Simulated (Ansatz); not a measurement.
Cartesian coordinates (Å):
```xyz
7

O     -0.7439     0.9907     0.5756
B      0.0000     0.0000     0.0000
O     -0.6198    -1.0714    -0.5780
O      1.3637     0.0807     0.0024
H     -0.1968     1.6863     0.9464
H     -1.5757    -1.0143    -0.5162
H      1.7724    -0.6721    -0.4300
```
Charge 0, multiplicity 1.

The numbers are results of frozen-core CCSD(T)/cc-pVTZ // PBE0-D4/def2-TZVP run with Ansatz (a first-principles code), not measurements.

| Quantity | Value |
|---|---|
| HF energy | -251.30152 Ha |
| MP2 correlation energy | -0.81735 Ha |

Problem. Estimate the CCSD correlation energy, the (T) correction, the total energy and the T1 diagnostic.

Solution. 
| Item | Result |
|---|---|
| CCSD correlation energy | -0.82622 Ha |
| (T) correction | -0.02895 Ha |
| CCSD(T) total energy | -252.15669 Ha |
| T1 diagnostic | 0.011 |
